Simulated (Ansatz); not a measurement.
System: 1,1-difluoropropylsilane, C₃H₈F₂Si, net charge 0, singlet state. SMILES: CCC(F)(F)[SiH3]
Coordinates optimised at B3LYP-D3(BJ)/def2-TZVP (Ansatz, an electronic-structure program):
```
C
F 1 1.3897
F 1 1.3897 2 105.44
C 1 1.5145 2 109.12 3 117.09
H 4 1.0931 1 107.43 2 179.98
H 4 1.0931 5 106.90 1 115.05
C 4 1.5275 5 110.58 6 120.42
H 7 1.0895 4 111.01 5 60.69
H 7 1.0895 8 108.22 4 -122.06
H 7 1.0904 8 108.21 9 -117.04
Si 1 1.9253 2 107.93 3 -115.16
H 11 1.4763 1 108.45 2 56.75
H 11 1.4794 12 110.84 1 -118.84
H 11 1.4794 12 110.84 13 -122.31
```

Property: vertical ionisation energy (to the doublet state of charge +1; each state is the SCF solution reached for its spin), in eV. Cores are frozen in the correlated levels unless marked. UHF or UKS for open shells. No spin-orbit coupling. No relativistic terms. CBS marks a two-point X^-3 extrapolation of the correlation energy; Hartree-Fock from the larger set.

```json
[
 {"level": "HF/aug-cc-pV(D+d)Z", "program": "Ansatz", "vertical ionisation energy (eV)": "10.52"},
 {"level": "HF/aug-cc-pV(T+d)Z", "program": "Ansatz", "vertical ionisation energy (eV)": "10.48"},
 {"level": "HF/aug-cc-pV(Q+d)Z", "program": "Ansatz", "vertical ionisation energy (eV)": "10.47"},
 {"level": "SVWN5/def2-TZVPD", "program": "Ansatz", "vertical ionisation energy (eV)": "10.29"},
 {"level": "PBE/def2-TZVPD", "program": "Ansatz", "vertical ionisation energy (eV)": "10.10"},
 {"level": "r2SCAN/def2-TZVPD", "program": "Ansatz", "vertical ionisation energy (eV)": "10.27"},
 {"level": "B3LYP/def2-TZVPD", "program": "Ansatz", "vertical ionisation energy (eV)": "10.56"},
 {"level": "PBE0/def2-TZVPD", "program": "Ansatz", "vertical ionisation energy (eV)": "10.53"},
 {"level": "BHLYP/def2-TZVPD", "program": "Ansatz", "vertical ionisation energy (eV)": "10.86"},
 {"level": "CAM-B3LYP/def2-TZVPD", "program": "Ansatz", "vertical ionisation energy (eV)": "10.76"},
 {"level": "wB97M-V/def2-TZVPD", "program": "Ansatz", "vertical ionisation energy (eV)": "10.73"},
 {"level": "wB97X-V/def2-TZVPD", "program": "Ansatz", "vertical ionisation energy (eV)": "10.73"},
 {"level": "B2PLYP/def2-TZVPD", "program": "Ansatz", "vertical ionisation energy (eV)": "10.63"},
 {"level": "MP2/aug-cc-pV(D+d)Z", "program": "Ansatz", "vertical ionisation energy (eV)": "10.80"},
 {"level": "RI-MP2/aug-cc-pV(T+d)Z", "program": "Ansatz", "vertical ionisation energy (eV)": "10.92"},
 {"level": "RI-MP2/aug-cc-pV(Q+d)Z", "program": "Ansatz", "vertical ionisation energy (eV)": "10.98"},
 {"level": "RI-MP2/CBS(aug-cc-pV(T+d)Z,aug-cc-pV(Q+d)Z)", "program": "Ansatz", "vertical ionisation energy (eV)": "11.03"},
 {"level": "SCS-MP2/aug-cc-pV(D+d)Z", "program": "Ansatz", "vertical ionisation energy (eV)": "10.87"},
 {"level": "CCSD/aug-cc-pV(D+d)Z", "program": "Ansatz", "vertical ionisation energy (eV)": "10.87"},
 {"level": "CCSD(T)/aug-cc-pV(D+d)Z", "program": "Ansatz", "vertical ionisation energy (eV)": "10.78"}
]
```
